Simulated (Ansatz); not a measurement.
**H2SSeSi: structure from calculated spectroscopic constants**

These gas-phase data were calculated for one isomer of H2SSeSi at PBE0-D3(BJ)/def2-SVP (harmonic, unscaled wavenumbers; equilibrium rotational constants with average atomic masses):

| Property | Result |
| --- | --- |
| rotational constants | 6.612, 3.411, 2.314 GHz |
| all wavenumbers above 1500 cm⁻¹ | 2287, 2268 |

Candidates:

(1) `[SiH2]1S[Se]1`, a singlet
(2) `S[SiH]=[Se]`, a singlet
(3) `S=[SiH][SeH]`, a singlet

Q: Assign the data to one candidate and say why.

A: Candidate (1). No mode falls between 2500 and 2800 cm⁻¹, where the S–H stretch of (2) would stand. 2 modes lie between 2000 and 2380 cm⁻¹, one for each Si–H bond, while (3) has 1.

The same quantities for all candidates:

```
     rotational constants (GHz)  wavenumbers above 1500 cm⁻¹  E above the lowest, PBE0-D3(BJ)/def2-SVP (kcal/mol)
(1)         6.612, 3.411, 2.314                   2287, 2268                                                 12.1
(2)         19.92, 1.482, 1.379                   2708, 2255                                                  0.0
(3)         20.39, 1.461, 1.364                   2458, 2245                                                  3.6
```

Harmonic stretches to hydrogen usually lie a few per cent above observed fundamentals. Each candidate is one conformer. Programs: Ansatz 0.2.0.
